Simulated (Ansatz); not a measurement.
Ideal-gas functions of `B[C]1=[CH][InH]1` at 600 K and 1 bar, from an Ansatz frequency run at PBE0-D4/def2-TZVP.

Molar mass 153.68 g/mol, point group Cs (symmetry number 1), electronic degeneracy 1, moments of inertia 62.022, 174.232, 232.041 u Å². Harmonic wavenumbers (cm⁻¹, unscaled): 136, 163, 236, 315, 435, 621, 707, 806, 830, 871, 1042, 1142, 1231, 2002, 2070, 2493, 2553, 3447.

Use S(trans) = R[1.5 ln M + 2.5 ln T − 1.1517]; rotational temperatures θ = 24.2544 K / I; S(rot) = R[ln(√π/σ · √(T³/θAθBθC)) + 1.5]; for each mode x = 1.438777 ν̃/T, S = R[x/(eˣ − 1) − ln(1 − e⁻ˣ)] and H = RT x/(eˣ − 1); 1 cm⁻¹ = 0.0119627 kJ/mol; R = 8.31446 J/(mol·K).

Problem. By hand: the entropy, in J/(mol·K).

Solution. Translation 186.2. Rotation: θ = 0.3911, 0.1392, 0.1045 K, giving 118.5. Vibration, mode by mode: 17.67, 16.18, 13.16, 10.84, 8.33, 5.73, 4.85, 4.02, 3.84, 3.55, 2.57, 2.13, 1.80, 0.40, 0.35, 0.15, 0.13, 0.02, in all 95.7. Electronic 0.0. Sum 400.4 J/(mol·K).

Problem. By hand: H − E and G − E in kJ/mol, counted from the electronic energy.

Solution. Zero-point energy ½ × 21100 × 0.0119627 = 126.2; thermal vibration 30.3; translation, rotation and pV give 4 RT = 20.0. H − E = 176.5 kJ/mol, and G − E = 176.5 − 600 × 400.4/1000 = -63.7 kJ/mol.

Vibration gives 24 % of the entropy, 17.7 J/(mol·K) of it from the mode under 150 cm⁻¹: soft modes count most, and the harmonic formula is weakest for them.
